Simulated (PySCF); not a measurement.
## LiPb⁺: one state, many levels of theory

State: ³Π (triplet), unpaired electrons σ ↑, π ↑. Set-up: basis Li cc-pVDZ, Pb cc-pVDZ-PP with ECP60; scalar-relativistic core potentials; PySCF 2.14. De refers to Li⁺ + Pb in their high-spin ground configurations, without counterpoise correction. The functionals are run spin-unrestricted. A positive dipole points towards Pb; it is taken about the centre of mass and depends on that origin.

```csv
Level,Re (Å),ωe (cm⁻¹),De (eV),μ (D)
UHF,3.132,213,n/a,-10.17
UHF-MP2,3.084,223,n/a,n/a
UHF-SCS-MP2,3.089,222,n/a,n/a
UHF-CCSD,3.087,224,n/a,n/a
UHF-CCSD(T),3.084,225,n/a,n/a
PBE,3.117,206,n/a,-9.55
BP86,3.137,202,n/a,-9.84
TPSS,3.113,207,n/a,-9.63
r²SCAN,3.107,212,n/a,-9.90
PBE0,3.088,213,n/a,-9.66
BHandHLYP,3.070,216,n/a,-9.76
CAM-B3LYP,3.062,217,n/a,-9.74
```

The bond length runs from 3.062 Å (CAM-B3LYP) to 3.137 Å (BP86).

Correlated steps freeze 4 core orbitals. These are scalar-relativistic numbers at best; spin–orbit coupling would shift them, the dissociation energy most. The state was picked by a PBE0 search and need not be the measured ground state.
